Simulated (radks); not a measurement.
Task: The mean radii <r> (bohr) of the occupied orbitals of an atom or ion are listed with their occupations. Calculated with a radial shooting solver on a logarithmic mesh with Libxc functionals: Dirac Kohn-Sham, BLYP, spin-unpolarised, spherical densities, finite nucleus; Fermi nuclear charge, rms radius of each element as measured or else 0.836 A^(1/3) + 0.57 fm.

orbital  occ.     <r>
1s1/2       2  0.1573
2s1/2       2  0.7351
2p1/2       1  0.6660

Name the element and its charge. Open shells, if any, fill j = l - 1/2 first.

Result: Z = 10, neon, charge +5: Ne5+ in [He] 2s2 2p1. The 1s radius gives Z: for a bare nucleus <r> = (2 gamma + 1)/(2Z) with gamma = sqrt(1 - (Z/c)^2), 0.1497 bohr for Z = 10, and screening makes it slightly larger (0.1573 here). The occupations add up to 5, and the charge is Z minus that.
